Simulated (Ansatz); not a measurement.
Cost and result for the atomization energy of ClGeH2S (`[SH][GeH][Cl]`) radical (5 atoms, 4 bonds).

Z-matrix (Å, degrees):
```
Ge
S 1 2.217
Cl 1 2.167 2 110.3
H 1 1.553 2 105.8 3 115.8
H 2 1.344 1 93.9 3 52.5
```

The species carries charge 0 and has multiplicity 2. Correlated methods include outer-core shells of Ge, which these sets cover unevenly. Scalar relativity is left out up to krypton. The structure was optimised at the PBE0-D4/def2-TZVP level. It is one conformer, not always the lowest. Program: Ansatz. All runs use 2 threads of a server CPU on a shared host. Times are those of one run each, without the atoms' runs, and a repeat can differ threefold. Electronic energies, without spin–orbit coupling; frozen cores. CCSD(T)/CBS adds CCSD(T) − MP2 in def2-TZVPP to the MP2 limit, and its time is that of the two runs behind it. T1 = 0.014; ⟨S²⟩ of the reference is 0.76. With those shells the extrapolation isn't a true limit. HSE06 is the plane-wave form, built on full-range PBE exchange.

CCSD(T)/CBS is a level of theory with its own doubt, some kJ/mol a heavy atom from the limit and from the frozen cores, so smaller differences don't rank the functionals.

```tsv
level	functions	wall time
revPBE-D4/def2-TZVPP	160	3.9 s
PBE-QIDH/def2-TZVPP	160	4.5 s
B2PLYP/def2-TZVPP	160	5 s
CCSD(T)/def2-SVP	78	5.5 s
HSE06-D4/def2-TZVPP	160	8 s
PBE0-D4/def2-TZVPP	160	8.5 s
r2SCAN-D4/def2-TZVPP (with forces)	160	9.5 s
ωB97X-V/def2-TZVPP	160	12 s
B97M-V/def2-TZVPP	160	12 s
ωB97M-V/def2-TZVPP (with forces)	160	13 s
MP2/def2-QZVPP	289	16 s
CCSD(T)/def2-TZVPP	160	88 s
CCSD(T)/CBS(def2)	–	100 s
```

Q: What atomization energy does each give, and how far from CCSD(T)/CBS? (Best estimate.)

A: Ansatz gave: 
```json
{"level": "revPBE-D4/def2-TZVPP", "atomization (kcal/mol)": "301.3", "difference from CCSD(T)/CBS": "-0.5", "per bond": "-0.1"}
{"level": "PBE-QIDH/def2-TZVPP", "atomization (kcal/mol)": "301.0", "difference from CCSD(T)/CBS": "-0.8", "per bond": "-0.2"}
{"level": "B2PLYP/def2-TZVPP", "atomization (kcal/mol)": "295.8", "difference from CCSD(T)/CBS": "-6.0", "per bond": "-1.5"}
{"level": "CCSD(T)/def2-SVP", "atomization (kcal/mol)": "271.6", "difference from CCSD(T)/CBS": "-30.2", "per bond": "-7.5"}
{"level": "HSE06-D4/def2-TZVPP", "atomization (kcal/mol)": "303.7", "difference from CCSD(T)/CBS": "1.9", "per bond": "0.5"}
{"level": "PBE0-D4/def2-TZVPP", "atomization (kcal/mol)": "303.5", "difference from CCSD(T)/CBS": "1.7", "per bond": "0.4"}
{"level": "r2SCAN-D4/def2-TZVPP (with forces)", "atomization (kcal/mol)": "309.1", "difference from CCSD(T)/CBS": "7.3", "per bond": "1.8"}
{"level": "ωB97X-V/def2-TZVPP", "atomization (kcal/mol)": "305.9", "difference from CCSD(T)/CBS": "4.1", "per bond": "1.0"}
{"level": "B97M-V/def2-TZVPP", "atomization (kcal/mol)": "312.4", "difference from CCSD(T)/CBS": "10.6", "per bond": "2.6"}
{"level": "ωB97M-V/def2-TZVPP (with forces)", "atomization (kcal/mol)": "303.6", "difference from CCSD(T)/CBS": "1.8", "per bond": "0.4"}
{"level": "MP2/def2-QZVPP", "atomization (kcal/mol)": "302.2", "difference from CCSD(T)/CBS": "0.4", "per bond": "0.1"}
{"level": "CCSD(T)/def2-TZVPP", "atomization (kcal/mol)": "293.5", "difference from CCSD(T)/CBS": "-8.3", "per bond": "-2.1"}
{"level": "CCSD(T)/CBS(def2)", "atomization (kcal/mol)": "301.8", "difference from CCSD(T)/CBS": "0.0", "per bond": "0.0"}
```

Leaving LDA and LC-ωPBE aside and taking each functional with its dispersion term where it has one, the values, not all of them listed here, spread over 20.7 kcal/mol, from BHLYP-D4 to B97M-V. LDA lies +48.2 kcal/mol from PBE without D4, its usual overbinding. From BLYP to BHLYP (50 % exact exchange), in def2-TZVPP and without D4, the atomization energy moves by −6.2 kcal/mol: exact exchange takes away binding that semilocal exchange gives to molecules. At CCSD(T), def2-SVP lies −30.2 kcal/mol from the extrapolated value and def2-TZVPP −8.4 kcal/mol: correlation converges slowly with the basis, and small sets miss more of it in the bonded molecule than in its fragments.
